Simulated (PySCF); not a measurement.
Computed shifts of a molecule C₂H₆FNOSi, HF/pcSseg-1 (PySCF), GIAO, gas phase, atoms alike by connectivity averaged where their shifts nearly agree, in ppm (number of nuclei): ¹⁵N: 23.9 (1). ²⁹Si: -4.0 (1). ¹⁹F: -93.7 (1). ¹³C: 68.2 (2). ¹H: 4.32 (1), 4.32 (1), 4.17 (1), 4.14 (1), 1.76 (2). References: ¹⁵N against NH3 (σ = 267.3 ppm); ²⁹Si against TMS (σ = 393.8 ppm); ¹⁹F against CFCl3 (σ = 238.5 ppm); ¹³C against TMS (σ = 192.6 ppm); ¹⁷O against H2O (σ = 333.0 ppm); ¹H against TMS (σ = 31.99 ppm), references at their B3LYP-D3(BJ)/def2-TZVP geometries, non-relativistic. Coordinates come from a ωB97X-D3(BJ)/def2-SVP optimisation. One conformer was computed; it need not be the lowest.

Pick the molecule that these values belong to.
(A) N[Si]1(F)COC1
(B) C/N=C\[Si@@H](O)F
(C) C=CO[Si@@H](N)F
(D) C/N=C\O[SiH2]F

A, N[Si]1(F)COC1
